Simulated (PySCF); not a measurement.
## Magnetic susceptibility: (F3Ge)2NMe

Cartesian coordinates in Å; atom numbers follow the order of the lines, from 1:
```xyz
13

Ge    0.124    1.709   -0.380
F    -1.185    2.616    0.223
F     0.108    2.029   -2.052
F     1.500    2.426    0.286
N     0.043   -0.071   -0.149
C    -0.798   -0.894   -1.050
Ge    0.643   -0.864    1.353
F    -0.578   -1.815    2.069
F     1.861   -1.994    0.995
F     1.271    0.156    2.544
H    -0.857   -0.403   -2.022
H    -1.803   -1.023   -0.644
H    -0.329   -1.872   -1.172
```

The calculation used GIAO OLYP/def2-SVP magnetisability, rotational g tensor and spin-rotation constants, non-relativistic, gas phase in PySCF. Geometry: GFN2-xTB.

The calculation is non-relativistic, which matters for the atoms heavier than Zn.

Task: How diamagnetic is it, and how anisotropic?

Result: Isotropic -1751 × 10⁻³⁰ J/T², or -105.5 × 10⁻⁶ cm³/mol; principal values -1825, -1719, -1710 × 10⁻³⁰ J/T², anisotropy 111 × 10⁻³⁰ J/T² (root of half the summed squared differences of the principal values). The susceptibility is in cgs units.

Task: Split it along the inertial axes a, b, c into diamagnetic and paramagnetic parts about the centre of mass, with the quadrupole moment.

Result: 
```csv
axis,χ (10⁻⁶ cm³/mol),diamagnetic (10⁻⁶ cm³/mol),paramagnetic (10⁻⁶ cm³/mol),summed x² of all electrons (Å²),quadrupole Θ (D Å)
a,-103.2,-913.3,810.2,446.4,-10.13
b,-109.8,-2241.6,2131.8,133.3,+9.74
c,-103.5,-2459.5,2356.0,82.0,+0.39
```
Anisotropies 2χaa − χbb − χcc = +6.9 and 2χbb − χaa − χcc = -12.9 × 10⁻⁶ cm³/mol. Θ is traceless in Buckingham's convention.

Task: And the rotational g tensor?

Result: 
| axis | rotational constant (GHz) | g | nuclear part | electronic part |
| --- | --- | --- | --- | --- |
| a | 1.4067 | -0.0199 | 0.5155 | -0.5354 |
| b | 0.4718 | -0.0078 | 0.4647 | -0.4725 |
| c | 0.4368 | -0.0074 | 0.4761 | -0.4835 |

Asymmetric top; isotopes 12C, 19F, 74Ge, 1H, 14N; no vibrational averaging.
